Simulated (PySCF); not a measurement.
A GIAO shielding run with PySCF 2.14.0 with density-fitted response routines (density fitting, non-relativistic, gas phase) on SMILES C#CC[C@@](C)([SiH3])SC, C6H12SSi:

```
$ OMP_NUM_THREADS=1 python probes_run.py task.json out

{"job": {"kind": "nmr", "xc": "PBE0", "basis": "pcSseg-1"}, "charge": 0, "multiplicity": 1}
C      2.674414     0.966219    -1.840890
C      1.916349     0.853760    -0.921553
C      0.970957     0.738363     0.168506
C     -0.051212    -0.375847    -0.079574
C     -0.857665    -0.105529    -1.338599
Si     0.786063    -2.106465    -0.145369
S     -1.163469    -0.491658     1.389286
C     -2.190745     1.008628     1.286415
H      3.351800     1.061262    -2.635983
H      1.513901     0.534187     1.096013
H      0.461293     1.702765     0.280403
H     -1.658846    -0.834917    -1.443642
H     -0.208758    -0.175373    -2.210714
H     -1.293602     0.894372    -1.328859
H      1.512844    -2.304078     1.106170
H      1.690882    -2.115441    -1.293339
H     -0.265249    -3.108066    -0.301387
H     -1.566361     1.896165     1.240764
H     -2.853121     0.951659     0.427784
H     -2.774622     1.020672     2.201150
```

Hardware: 1 thread of an Arm Neoverse N1, shared host. The job also computes population analyses, field gradients.

(1) How large is the calculation?

(2) How long does it take, and how much memory does it need?

Results:

(1) 78 electrons, 210 basis functions and 1132 auxiliary functions.

(2) 76 s of wall time, with 14 SCF cycles and 5 response iterations; peak memory 0.96 GiB. Times on a shared host scatter by some tens of per cent.
